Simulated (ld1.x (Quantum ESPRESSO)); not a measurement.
Building the PAW potential for Zr (PW91, scalar-relativistic).

ld1.x (Quantum ESPRESSO) 7.5 was run on this input:

```
&input
   title='Zr', zed=40., rel=1, dft='PW91', iswitch=3,
   config='[Kr] 4d2 5s0.5 5p0',
   nld=3, rlderiv=2.35, eminld=-7.0, emaxld=5.0, deld=0.02
 /
 &inputp
   pseudotype=3, lpaw=.true., tm=.true., lloc=-1, rcloc=1.50,
   nlcc=.true., new_core_ps=.true.,
   which_augfun='PSQ', rmatch_augfun_nc=.true.,
   file_pseudopw='Zr.UPF', file_wfcaegen='ae.wfc', file_wfcncgen='nc.wfc', file_beta='beta', file_chi='chi', file_wfcusgen='us.wfc'
 /
6
4S  1  0   2.00   0.00  1.55  2.10  0.0
5S  2  0   0.50   0.00  1.55  2.10  0.0
4P  2  1   6.00   0.00  1.80  2.15  0.0
5P  3  1   0.00   0.00  1.80  2.15  0.0
4D  3  2   2.00   0.00  1.30  1.75  0.0
4D  3  2   0.00  -0.45  1.30  1.75  0.0
 &test
   configts(1)='4s2 4p6 4d2 5s0.5 5p0'
 /
```

Command:

```bash
ld1.x < Zr.in > Zr.out
```

Resulting log (shortened: banner, matrices, multipoles, cross overlaps and the repeated all-electron block are left out):

```
Program LD1 v.7.5
     --------------------------- All-electron run ----------------------------

     Zr
     scalar relativistic calculation

     atomic number is 40.00
     dft =PW91   lsd =0 sic =0 latt =0  beta=0.20 tr2=1.0E-14
     Exchange-correlation= PW91
                           (   1   4   2   2   0   0   0)
     mesh =1225 r(mesh) = 100.59681 a.u. xmin = -7.00 dx = 0.01250
     1 Ry =  13.60569312 eV, c = 137.03599908

     n l     nl                  e(Ry)          e(Ha)          e(eV)
     1 0     1S 1( 2.00)     -1311.1022      -655.5511    -17838.4548
     2 0     2S 1( 2.00)      -182.3348       -91.1674     -2480.7915
     2 1     2P 1( 6.00)      -162.7010       -81.3505     -2213.6599
     3 0     3S 1( 2.00)       -30.5228       -15.2614      -415.2841
     3 1     3P 1( 6.00)       -24.1260       -12.0630      -328.2506
     4 0     4S 1( 2.00)        -4.7789        -2.3895       -65.0208
     4 1     4P 1( 6.00)        -3.1578        -1.5789       -42.9634
     3 2     3D 1(10.00)       -13.6215        -6.8107      -185.3296
     4 2     4D 1( 2.00)        -0.9983        -0.4991       -13.5824
     5 0     5S 1( 0.50)        -0.9518        -0.4759       -12.9499
     5 1     5P 1( 0.00)        -0.6565        -0.3283        -8.9325

     final scf error:  1.8E-15 reached in  29 iterations

     Etot =   -7197.431536 Ry,   -3598.715768 Ha,  -97926.044747 eV

     Ekin =    7400.502794 Ry,    3700.251397 Ha,  100688.969975 eV
     Encl =  -17299.664033 Ry,   -8649.832016 Ha, -235373.919962 eV
     Eh   =    2930.369849 Ry,    1465.184924 Ha,   39869.712900 eV
     Exc  =    -228.640146 Ry,    -114.320073 Ha,   -3110.807660 eV

     normalization and overlap integrals

     s(1S/1S) =  1.000000  <r> =   0.0371  <r2> =    0.0019  r(max) =   0.0241
     s(2S/2S) =  1.000000  <r> =   0.1626  <r2> =    0.0312  r(max) =   0.1368
     s(2P/2P) =  1.000000  <r> =   0.1417  <r2> =    0.0245  r(max) =   0.1093
     s(3S/3S) =  1.000000  <r> =   0.4585  <r2> =    0.2411  r(max) =   0.4060
     s(3P/3P) =  1.000000  <r> =   0.4621  <r2> =    0.2489  r(max) =   0.4010
     s(4S/4S) =  1.000000  <r> =   1.2122  <r2> =    1.6667  r(max) =   1.0764
     s(4P/4P) =  1.000000  <r> =   1.3656  <r2> =    2.1387  r(max) =   1.1748
     s(3D/3D) =  1.000000  <r> =   0.4525  <r2> =    0.2477  r(max) =   0.3495
     s(4D/4D) =  1.000000  <r> =   2.0669  <r2> =    5.1376  r(max) =   1.5662
     s(5S/5S) =  1.000000  <r> =   3.3060  <r2> =   12.3180  r(max) =   2.9260
     s(5P/5P) =  1.000000  <r> =   4.0665  <r2> =   18.6344  r(max) =   3.5738

     ------------------------ End of All-electron run ------------------------

     --------------------- Generating PAW atomic setup --------------------

      Generating local potential from pseudized AE potential:
      Matching radius rcloc =   1.5000

      Local pseudo, rcloc= 1.509 Estimated cut-off energy=    10.59 Ry

      Computing core charge for nlcc:

       r > 0.80 : true rho core
      Core charge pseudized with two Bessel functions
      Integrated core pseudo-charge :  14.71
      Wfc-us  4S rcutus= 2.088  Estimated cut-off energy=    12.79 Ry
      Wfc-us  5S rcutus= 2.088  Estimated cut-off energy=    26.23 Ry
      Wfc-us  4P rcutus= 2.141  Estimated cut-off energy=    18.52 Ry
      Wfc-us  5P rcutus= 2.141  Estimated cut-off energy=    34.49 Ry
      Wfc-us  4D rcutus= 1.753  Estimated cut-off energy=    36.48 Ry
      Wfc-us  4D rcutus= 1.753  Estimated cut-off energy=    37.77 Ry

     Required augmentation: PSQ   radius:    2.150000

     Q pseudized with Bessel functions
     Expected ecutrho=     219.0030 due to l1=  2   l2=  2

     Estimated PAW energy = -307.048773 Ryd

     ------------------- End of pseudopotential generation -------------------

     Computing logarithmic derivative in   2.35112
     Computing logarithmic derivative in   2.35112
     Computing the partial wave expansion
     R is outside the sphere for l=    0 j= 0.00
     R is outside the sphere for l=    0 j= 0.00
     R is outside the sphere for l=    1 j= 0.00
     R is outside the sphere for l=    1 j= 0.00
     R is outside the sphere for l=    2 j= 0.00
     R is outside the sphere for l=    2 j= 0.00

     ---------------------- Testing the pseudopotential ----------------------

     Zr
     scalar relativistic calculation

     atomic number is 40.00   valence charge is 12.00
     dft = SLA  PW   GGX  GGC   lsd =0 sic =0 latt =0  beta=0.20 tr2=1.0E-14
     mesh =1225 r(mesh) = 100.59681 xmin = -7.00 dx = 0.01250

     n l     nl             e AE (Ry)        e PS (Ry)    De AE-PS (Ry)
     1 0     4S   1( 2.00)       -4.77894       -4.77893       -0.00001
     2 1     4P   1( 6.00)       -3.15775       -3.15774       -0.00001
     3 2     4D   1( 2.00)       -0.99829       -0.99828       -0.00001
     2 0     5S   1( 0.50)       -0.95180       -0.95180       -0.00000
     3 1     5P   1( 0.00)       -0.65653       -0.65652       -0.00000

     eps = 1.6E-15  iter =  5

     Etot =   -7197.431536 Ry,   -3598.715768 Ha,  -97926.044747 eV
     Etotps =  -307.048770 Ry,    -153.524385 Ha,   -4177.611335 eV

     Ekin =     136.074052 Ry,      68.037026 Ha,    1851.381797 eV
     Encl =    -279.873773 Ry,    -139.936887 Ha,   -3807.876674 eV
     Ehrt =      65.391126 Ry,      32.695563 Ha,     889.691587 eV
     Ecxc =    -228.640174 Ry,    -114.320087 Ha,   -3110.808045 eV
     (Ecc =     -50.600262 Ry,     -25.300131 Ha,    -688.451639 eV)

     ---------------------- End of pseudopotential test ----------------------
```

The ghost test of this file was not conclusive. Its overlap operator is not positive definite in a basis up to 400 Ry (lowest eigenvalue p -0.11), so the file is unfit for use: the generalised eigenproblem breaks down once the basis is large enough, and its test numbers describe a broken file.

Generation and configuration tests took about 2.8 s on one core of a shared server CPU.

Transferability test of the new file with ld1.x, input:

```
&input
   title='Zr', zed=40., rel=1, dft='PW91', iswitch=2,
   config='[Kr] 4d2 5s0.5 5p0'
 /
 &test
   file_pseudo='Zr.UPF', nconf=8,
   configts(1)='4s2 4p6 4d2 5s0.5 5p0',
   configts(2)='4s2 4p6 4d2 5s2 5p0',
   configts(3)='4s2 4p6 4d2 5s1 5p0',
   configts(4)='4s2 4p6 4d2 5s0 5p0',
   configts(5)='4s2 4p6 4d0 5s0 5p0',
   configts(6)='4s2 4p6 4d2 5s1 5p1',
   configts(7)='4s2 4p6 4d3 5s1 5p0',
   configts(8)='4s2 4p5 4d2 5s2 5p0'
 /
```

```bash
ld1.x < Zr.test.in > Zr.test.out
```

Pseudopotential blocks of its output, shortened (energy terms left out):

```
     ---------------------- Testing the pseudopotential ----------------------

     n l     nl             e AE (Ry)        e PS (Ry)    De AE-PS (Ry)
     1 0     4S   1( 2.00)       -4.77894       -4.77893       -0.00001
     2 1     4P   1( 6.00)       -3.15775       -3.15774       -0.00001
     3 2     4D   1( 2.00)       -0.99829       -0.99828       -0.00001
     2 0     5S   1( 0.50)       -0.95180       -0.95180       -0.00000
     3 1     5P   1( 0.00)       -0.65653       -0.65652       -0.00000

     eps = 5.4E-15  iter =  4

     Etot =   -7197.431536 Ry,   -3598.715768 Ha,  -97926.044747 eV
     Etotps =  -307.048769 Ry,    -153.524385 Ha,   -4177.611325 eV

     ---------------------- End of pseudopotential test ----------------------

          ---------------------- Testing the pseudopotential ----------------------

     n l     nl             e AE (Ry)        e PS (Ry)    De AE-PS (Ry)
     1 0     4S   1( 2.00)       -4.00965       -4.00959       -0.00006
     2 1     4P   1( 6.00)       -2.38880       -2.38879       -0.00001
     3 2     4D   1( 2.00)       -0.26759       -0.26756       -0.00003
     2 0     5S   1( 2.00)       -0.32959       -0.32959       -0.00001
     3 1     5P   1( 0.00)       -0.11071       -0.11070       -0.00001

     eps = 8.9E-15  iter = 12

     Etot =   -7198.381200 Ry,   -3599.190600 Ha,  -97938.965584 eV
     Etotps =  -307.998558 Ry,    -153.999279 Ha,   -4190.533863 eV
     dEtot_ae =      -0.949664 Ry
     dEtot_ps =      -0.949789 Ry,   Delta E=       0.000125 Ry

     ---------------------- End of pseudopotential test ----------------------

          ---------------------- Testing the pseudopotential ----------------------

     n l     nl             e AE (Ry)        e PS (Ry)    De AE-PS (Ry)
     1 0     4S   1( 2.00)       -4.50155       -4.50155        0.00000
     2 1     4P   1( 6.00)       -2.88100       -2.88101        0.00001
     3 2     4D   1( 2.00)       -0.73769       -0.73768       -0.00001
     2 0     5S   1( 1.00)       -0.73487       -0.73487       -0.00001
     3 1     5P   1( 0.00)       -0.46341       -0.46340       -0.00001

     eps = 4.0E-15  iter = 10

     Etot =   -7197.852784 Ry,   -3598.926392 Ha,  -97931.776119 eV
     Etotps =  -307.470072 Ry,    -153.735036 Ha,   -4183.343440 eV
     dEtot_ae =      -0.421248 Ry
     dEtot_ps =      -0.421303 Ry,   Delta E=       0.000055 Ry

     ---------------------- End of pseudopotential test ----------------------

          ---------------------- Testing the pseudopotential ----------------------

     n l     nl             e AE (Ry)        e PS (Ry)    De AE-PS (Ry)
     1 0     4S   1( 2.00)       -5.07642       -5.07633       -0.00009
     2 1     4P   1( 6.00)       -3.45365       -3.45358       -0.00007
     3 2     4D   1( 2.00)       -1.27527       -1.27525       -0.00002
     2 0     5S   1( 0.00)       -1.18315       -1.18315       -0.00000
     3 1     5P   1( 0.00)       -0.86548       -0.86549        0.00001

     eps = 1.6E-15  iter =  8

     Etot =   -7196.898878 Ry,   -3598.449439 Ha,  -97918.797573 eV
     Etotps =  -306.516052 Ry,    -153.258026 Ha,   -4170.363346 eV
     dEtot_ae =       0.532657 Ry
     dEtot_ps =       0.532717 Ry,   Delta E=      -0.000059 Ry

     ---------------------- End of pseudopotential test ----------------------

          ---------------------- Testing the pseudopotential ----------------------

     n l     nl             e AE (Ry)        e PS (Ry)    De AE-PS (Ry)
     1 0     4S   1( 2.00)       -7.03182       -7.02478       -0.00704  !
     2 1     4P   1( 6.00)       -5.35692       -5.35189       -0.00502  !
     3 2     4D   1( 0.00)       -2.97866       -2.97554       -0.00312
     2 0     5S   1( 0.00)       -2.46856       -2.46735       -0.00120
     3 1     5P   1( 0.00)       -2.00347       -2.00340       -0.00007

     eps = 3.8E-15  iter = 12

     Etot =   -7192.709979 Ry,   -3596.354989 Ha,  -97861.804693 eV
     Etotps =  -302.329355 Ry,    -151.164677 Ha,   -4113.400426 eV
     dEtot_ae =       4.721557 Ry
     dEtot_ps =       4.719414 Ry,   Delta E=       0.002143 Ry

     ---------------------- End of pseudopotential test ----------------------

          ---------------------- Testing the pseudopotential ----------------------

     n l     nl             e AE (Ry)        e PS (Ry)    De AE-PS (Ry)
     1 0     4S   1( 2.00)       -4.10086       -4.10071       -0.00015
     2 1     4P   1( 6.00)       -2.47959       -2.47945       -0.00014
     3 2     4D   1( 2.00)       -0.34509       -0.34507       -0.00001
     2 0     5S   1( 1.00)       -0.38267       -0.38265       -0.00002
     3 1     5P   1( 1.00)       -0.15209       -0.15210        0.00001

     eps = 8.8E-15  iter = 16

     Etot =   -7198.156229 Ry,   -3599.078114 Ha,  -97935.904703 eV
     Etotps =  -307.773574 Ry,    -153.886787 Ha,   -4187.472795 eV
     dEtot_ae =      -0.724693 Ry
     dEtot_ps =      -0.724805 Ry,   Delta E=       0.000111 Ry

     ---------------------- End of pseudopotential test ----------------------

          ---------------------- Testing the pseudopotential ----------------------

     n l     nl             e AE (Ry)        e PS (Ry)    De AE-PS (Ry)
     1 0     4S   1( 2.00)       -3.85673       -3.85726        0.00052
     2 1     4P   1( 6.00)       -2.24551       -2.24583        0.00032
     3 2     4D   1( 3.00)       -0.17450       -0.17452        0.00002
     2 0     5S   1( 1.00)       -0.28565       -0.28561       -0.00004
     3 1     5P   1( 0.00)       -0.08902       -0.08901       -0.00001

     eps = 4.5E-15  iter = 12

     Etot =   -7198.293099 Ry,   -3599.146549 Ha,  -97937.766912 eV
     Etotps =  -307.910346 Ry,    -153.955173 Ha,   -4189.333674 eV
     dEtot_ae =      -0.861563 Ry
     dEtot_ps =      -0.861577 Ry,   Delta E=       0.000014 Ry

     ---------------------- End of pseudopotential test ----------------------

          ---------------------- Testing the pseudopotential ----------------------

     n l     nl             e AE (Ry)        e PS (Ry)    De AE-PS (Ry)
     1 0     4S   1( 2.00)       -4.88753       -4.88370       -0.00383
     2 1     4P   1( 5.00)       -3.23381       -3.23094       -0.00287
     3 2     4D   1( 2.00)       -0.97726       -0.97628       -0.00098
     2 0     5S   1( 2.00)       -0.84126       -0.84120       -0.00006
     3 1     5P   1( 0.00)       -0.53323       -0.53353        0.00031

     eps = 2.3E-15  iter = 22

     Etot =   -7195.585036 Ry,   -3597.792518 Ha,  -97900.921840 eV
     Etotps =  -305.202695 Ry,    -152.601348 Ha,   -4152.494212 eV
     dEtot_ae =       1.846500 Ry
     dEtot_ps =       1.846074 Ry,   Delta E=       0.000426 Ry

     ---------------------- End of pseudopotential test ----------------------
```
